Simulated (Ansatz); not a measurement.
`[CH3][Ga]([NH2])[Cl]` + CH₃OH → `C[O][Ga]([CH3])[Cl]` + NH₃ at 400 K and 1 bar (ligand exchange at a Ga–N bond).

Computed with Ansatz on PBE0-D4/def2-TZVP structures; ΔE is electronic, products minus reactants. CBS: MP2 limit from def2 TZ/QZ plus the TZ coupled-cluster correction, frozen cores. This one scheme is used for every species. For Ga outer-core shells are correlated without core-valence functions, which leaves a few kJ/mol of doubt a bond. Scalar relativity is left out up to krypton. Each species was taken in one conformer, which may not be the lowest.

| species | CCSD(T)/CBS energy (Eh) | H − E (kJ/mol) | S (J/(mol·K)) |
| --- | --- | --- | --- |
| `[CH3][Ga]([NH2])[Cl]` | -2479.57899 | 197.4 | 392.8 |
| CH₃OH | -115.61712 | 151.2 | 252.6 |
| `C[O][Ga]([CH3])[Cl]` | -2538.69055 | 244.7 | 433.0 |
| NH₃ | -56.50880 | 104.2 | 203.1 |

H − E and S are ideal-gas, rigid-rotor, harmonic terms from PBE0-D4/def2-TZVP, for one conformer and one mirror image of each species. 1 Eh = 2625.50 kJ/mol, R = 8.31446 J/(mol·K).

**Question.** By hand: ΔE, ΔH, ΔS and ΔG.

**Answer.** ΔE = (-2538.69055) + (-56.50880) − (-2479.57899) − (-115.61712) = -0.00324 Eh = -8.5 kJ/mol. Δ(H − E) = 244.7 + 104.2 − 197.4 − 151.2 = 0.3, so ΔH = -8.2 kJ/mol. ΔS = 433.0 + 203.1 − 392.8 − 252.6 = -9.3 J/(mol·K). ΔG = -8.2 − 400 × (-9.3)/1000 = -4.5 kJ/mol.

**Question.** By hand: the equilibrium constant, and the temperature at which ΔG would vanish if ΔH and ΔS stayed fixed.

**Answer.** log₁₀ K = −ΔG/(RT ln 10) = 0.6. ΔG = 0 at ΔH/ΔS = 882 K, though so small a ΔH makes that figure unsure.

TΔS isn't small against ΔH here. The sign of ΔG lies within the doubt. A doubt of 5 kJ/mol in ΔE shifts log₁₀ K by 0.7 here. Other conformers and mirror images would add mixing entropy, several J/(mol·K) or more a flexible species. Modes under 60 cm⁻¹, often nearly free rotors, make the harmonic entropy too high. These are equilibria of isolated gas molecules and say nothing of rates. Largest T1 diagnostic: 0.013 (customary marks: 0.02 for closed shells, 0.045 for open ones).
